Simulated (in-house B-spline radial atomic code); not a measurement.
A calculation on La+: its settings, and results tabulated from the run. Computed with a B-spline radial code for spherical atoms: Dirac-Hartree-Fock, average of configuration, Fermi nucleus of rms radius 4.855 fm, inside a hard spherical wall at 2.34 bohr.

Command:
```bash
python run_scf.py task.json out
```
Settings (nuclear radius in fm, mass in u):
```
Z                57
configuration    [Kr] 4d10 5s2 5p5 5d3
hamiltonian      dirac
method           hf
spin_polarised   False
nucleus          fermi
rms_radius       4.855
atomic_mass      138.90636
speed_of_light   137.035999084
wall_radius      2.34
```

Output (hartree, bohr):
```
 radial grid: 59 intervals, B-splines of order 8, outer radius 2.34 bohr

 iter        energy (Eh)    residual
    1       -8482.546265    6.02e-01
    2       -8483.509295    1.12e-01
    3       -8483.755057    2.84e-02
    4       -8483.771748    7.59e-03
    5       -8483.772680    3.59e-03
    6       -8483.772958    7.65e-05
    7       -8483.772958    1.61e-05
    8       -8483.772958    6.41e-07
    9       -8483.772958    8.28e-08

 total energy                     -8483.77296
 kinetic                            9123.6606
 electron-nucleus                 -20766.3552
 electron-electron                  3158.9217

 first-order corrections (not in the total)
   Gaunt                             7.7876
   retardation                      -0.8111
   frequency dependence             -0.0862
   self-energy                       5.3317
   Uehling                          -0.7740
   Wichmann-Kroll                    0.0201

 orbital      occ     eigenvalue          <r>       <r^2>       <1/r>       r_max    small
 1s1/2      2.000     -1437.1410    0.0250634 0.000853499     62.0121     0.01608  4.44e-02
 2s1/2      2.000      -231.2665     0.106871   0.0135381     14.6085     0.09099  9.64e-03
 2p1/2      2.000      -217.4084     0.090016  0.00998604     14.5506     0.06959  9.64e-03
 2p3/2      4.000      -202.1794    0.0960733   0.0112455     13.2397     0.07471  9.08e-03
 3s1/2      2.000       -49.9221     0.283791   0.0921664     5.27471        0.26  2.95e-03
 3p1/2      2.000       -44.0462     0.274129   0.0873293      5.1756      0.2471  2.88e-03
 3p3/2      4.000       -41.0124     0.285895   0.0947929     4.85299      0.2581  2.73e-03
 3d3/2      4.000       -30.8390     0.257323   0.0781247     4.70203      0.2084  2.60e-03
 3d5/2      6.000       -30.2002     0.261038   0.0802564     4.61958      0.2115  2.55e-03
 4s1/2      2.000        -9.7501       0.6579    0.488084     2.14285      0.6097  8.67e-04
 4p1/2      2.000        -7.5114     0.682793    0.530353     2.02877      0.6221  7.96e-04
 4p3/2      4.000        -6.8764     0.709402    0.572445     1.92837      0.6455  7.51e-04
 4d3/2      4.000        -3.1477     0.780055    0.704726     1.69082      0.6751  6.00e-04
 4d5/2      6.000        -3.0398     0.790146     0.72261     1.66438      0.6835  5.87e-04
 5s1/2      2.000        -0.6727      1.36489     2.02335    0.955238       1.387  2.58e-04
 5p1/2      1.667         0.1315       1.3967     2.12306    0.938731       1.453  2.65e-04
 5p3/2      3.333         0.2944      1.41079     2.16783    0.928717       1.483  2.70e-04
 5d3/2      1.200         1.6569      1.43588     2.27973    0.937028       1.591  3.02e-04
 5d5/2      1.800         1.6976       1.4367     2.28494     0.93748       1.598  3.04e-04
```

Run time, properties included: 0.75 s on 1 thread of Arm Neoverse V1, with other jobs on the host.

For the Dirac Hamiltonian the kinetic term is c α·p + (β - 1)c².
